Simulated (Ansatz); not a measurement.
Calculated with Ansatz (gas phase, PBE0-D4/def2-TZVP geometries, no zero-point term in ΔE). CCSD(T)/CBS adds triple-zeta CCSD(T) − MP2 to the extrapolated MP2 energy (def2 sets, frozen cores). Functionals use def2-TZVPP. For Br outer-core shells are correlated without core-valence functions, which leaves a few kJ/mol of doubt a bond. Scalar relativity is left out up to krypton. One conformer a species, not always the lowest.

Consider the formal exchange of groups at a B–Si bond: `B[SiH](O)[SiH3]` + `C=CBr` → `BC(=C)Br` + `O[SiH2][SiH3]`.

`B[SiH](O)[SiH3]`:

Cartesian coordinates in Å:
```
B -0.063 -1.107 -1.673
Si -0.243 0.524 -0.557
O 0.885 1.678 -0.940
Si 0.008 -0.230 1.669
H 0.886 -1.334 -2.362
H -0.909 -1.949 -1.584
H -1.626 1.090 -0.632
H 0.883 2.482 -0.419
H 1.245 -1.038 1.844
H 0.094 0.943 2.586
H -1.162 -1.059 2.067
```

`C=CBr`:

Cartesian coordinates in Å:
```
C -0.181 -0.322 0.658
C 0.311 0.243 -0.426
Br -0.736 0.709 -1.918
H -1.233 -0.558 0.764
H 0.482 -0.563 1.481
H 1.356 0.490 -0.559
```

`BC(=C)Br`:

```xyz
8

B    -0.831    0.482    0.891
C    -0.062    0.168   -0.401
C     0.943   -0.710   -0.434
Br   -0.555    1.057   -2.012
H    -1.730    1.263    0.921
H    -0.488   -0.095    1.881
H     1.223   -1.215    0.486
H     1.501   -0.950   -1.333
```

`O[SiH2][SiH3]`:

Cartesian coordinates in Å:
```
O -1.550 -0.972 -0.972
Si -0.893 0.395 -0.312
Si 1.170 -0.015 0.730
H -1.036 -1.435 -1.635
H -0.699 1.456 -1.344
H -1.891 0.876 0.675
H 1.736 1.258 1.256
H 2.135 -0.584 -0.253
H 1.029 -0.978 1.854
```

Problem. Is it downhill or uphill in electronic energy at CCSD(T)/CBS, and by how much? (Best estimate.)

Solution. The calculation gave: Downhill: ΔE = -47.1 kJ/mol.

Problem. What do these levels give: PBE-D4, B97M-V, RPA@PBE/def2-TZVPP, MP2/def2-SVP, SCS-MP2/def2-TZVPP, HF/CBS(def2)? (An estimate is asked.)

Solution. Ansatz gave: PBE-D4 -37.7, B97M-V -41.3, RPA@PBE/def2-TZVPP -50.0, MP2/def2-SVP -55.9, SCS-MP2/def2-TZVPP -53.5, HF/CBS(def2) -54.2 kJ/mol.

Largest T1 diagnostic among the species: 0.014.

Leaving LDA and LC-ωPBE aside and taking each functional with its dispersion term where it has one, the values, not all of them listed here, spread over 12.1 kJ/mol, from BHLYP-D4 to PBE-D4. LDA lies −3.4 kJ/mol from PBE without D4. From BLYP to BHLYP (50 % exact exchange), in def2-TZVPP and without D4, ΔE moves by −5.8 kJ/mol.
